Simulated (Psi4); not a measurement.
CH3O3Re (SMILES [CH3][Re](=[O])(=[O])=[O]), singlet, geometry from GFN2-xTB (such geometries of metal compounds can be far from the true shape) (core potentials on Re); Psi4 1.11 with PBE/def2-SV(P).

Psi4 was given this input:
```
memory 2 GB

molecule {
0 1
Re    0.06874118   -0.12694771   -0.06206747
O     1.20409994    0.71141375   -0.92250863
O     0.49430691   -0.80148520    1.38573825
O    -1.28320559   -0.67670116   -0.83812129
C    -0.89001532    1.64363512    0.80360865
H    -0.15488768    2.19502798    1.39106321
H    -1.71349648    1.32519993    1.44394246
H    -1.26872215    2.27322082   -0.00246365
}

set {
  basis def2-sv(p)
  basis_guess sto-3g
}

energy('pbe')
print_variables()
```

What the program printed (banner, timings and long lists left out):

```
  //>>>>>>>>>>>>>>>>>>>>>>>>>>>>>>>>>>>//
  //      Guess SCF, STO-3G Basis      //
  //<<<<<<<<<<<<<<<<<<<<<<<<<<<<<<<<<<<//

Traceback (most recent call last):
  File "psi4", line 375, in <module>
  File "<string>", line 29, in <module>
  File "site-packages/psi4/driver/driver.py", line 533, in energy
  File "site-packages/psi4/driver/procrouting/proc.py", line 2760, in run_scf
  File "site-packages/psi4/driver/procrouting/proc.py", line 1905, in scf_helper
  File "site-packages/psi4/driver/p4util/python_helpers.py", line 229, in _core_wavefunction_build
  File "site-packages/psi4/driver/p4util/python_helpers.py", line 169, in _pybuild_basis
  File "site-packages/psi4/driver/qcdb/libmintsbasisset.py", line 722, in pyconstruct
  File "site-packages/psi4/driver/qcdb/libmintsbasisset.py", line 976, in construct

psi4.driver.qcdb.exceptions.BasisSetNotFound: BasisSet::construct: Unable to find a basis set for atom 1 for key BASIS among:
  Shell Entries: ['RE']
  Basis Sets: [('STO-3G', 'STO-3G', None)]
  File Path: tmp_4j938oc, tmp_4j938oc, basis
  Input Blocks:

Printing out the relevant lines from the Psithon --> Python processed input file:
    H    -1.26872215    2.27322082   -0.00246365
    """)
    core.IO.set_default_namespace("")
    core.set_global_option("BASIS", "def2-sv(p)")
    core.set_global_option("BASIS_GUESS", "sto-3g")
--> energy('pbe')
    print_variables()

!----------------------------------------------------------------------------------!
!                                                                                  !
!  BasisSet::construct: Unable to find a basis set for atom 1 for key BASIS among: !
!   Shell Entries: ['RE']                                                          !
!   Basis Sets: [('STO-3G', 'STO-3G', None)]                                       !
!   File Path: tmp_4j938oc, !
!     tmp_4j938oc,          !
!     basis                                          !
!   Input Blocks:                                                                  !
!                                                                                  !
!----------------------------------------------------------------------------------!

QcdbException BasisSetNotFound: BasisSet::construct: Unable to find a basis set for atom 1 for key BASIS among:
  Shell Entries: ['RE']
  Basis Sets: [('STO-3G', 'STO-3G', None)]
  File Path: tmp_4j938oc, tmp_4j938oc, basis
  Input Blocks:
```

The program refused the input.
